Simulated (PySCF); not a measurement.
CH₄AlFSe (SMILES [CH3][Al]([F])[SeH]), singlet, geometry from GFN2-xTB (such geometries of metal compounds can be far from the true shape). Base run: B3LYP/6-31G (PySCF).

Input for PySCF:
```python
from pyscf import gto, scf, dft, solvent

mol = gto.Mole()
mol.atom = '''
    Al    0.41528068   -0.31806591    0.81926987
    F     2.05259933   -0.51781048    0.89112100
    C    -0.71555381   -0.72351907    2.39379954
    H    -1.43817753   -1.51857482    2.19350408
    H    -1.29256730    0.14279804    2.72678176
    H    -0.09462292   -1.04760230    3.23163756
    Se   -0.44050256    0.44563249   -1.19220761
    H    -1.77626500    0.40814005   -0.65025944
'''
mol.basis = '6-31g'
mol.verbose = 4
mol.build()

mf = dft.RKS(mol)
mf.xc = 'b3lyp'
mf.kernel()
```

Variants of this job, named by their change:

| change | ΔE vs base (kJ/mol) | dipole (D) | HOMO-LUMO gap (eV) |
|---|---|---|---|
| base | 0.00 | 3.11 | 6.26 |
| model = IEF-PCM; solvent = acetonitrile | -34.4 | 3.91 | 6.63 |
| model = IEF-PCM; solvent = dichloromethane; r_probe = 0.5 | -11.63 | 3.53 | 6.41 |
| model = IEF-PCM; solvent = dichloromethane | -29.6 | 3.79 | 6.57 |
| model = IEF-PCM; solvent = dichloromethane; vdw_scale = 1.0 | -67.0 | 4.01 | 6.76 |
| model = SS(V)PE; solvent = dichloromethane | -29.2 | 3.77 | 6.57 |
| model = C-PCM; solvent = dichloromethane | -31.5 | 3.83 | 6.60 |
| model = IEF-PCM; solvent = dichloromethane; vdw_scale = 1.1 | -43.6 | 3.90 | 6.68 |
| model = COSMO; solvent = dichloromethane | -29.6 | 3.78 | 6.57 |
| model = IEF-PCM; solvent = dichloromethane; vdw_scale = 1.4 | -15.47 | 3.62 | 6.44 |
| model = IEF-PCM; solvent = dichloromethane; lebedev_order = 41 | -29.7 | 3.79 | 6.58 |
| model = ddCOSMO; solvent = dichloromethane | -21.80 | 3.72 | 6.50 |

The base is the gas phase, so ΔE is the electrostatic part of solvation at a fixed geometry, without cavity and dispersion terms.
